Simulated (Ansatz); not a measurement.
**Question.** Name a neutral molecule of F, Ga, S and H with HOMO–LUMO gap (PBE0/def2-TZVPP) between 6.65 and 6.95 eV and zero-point energy (PBE0-D4/def2-TZVP) between 53 and 69 kJ/mol (Ansatz, PBE0-D4/def2-TZVP geometry).

**Answer.** `[F][Ga]([SH])[SH]` (6.78 eV, 55.4 kJ/mol). Other molecules can fit too; these were computed, each in one conformer that needn't be the lowest.
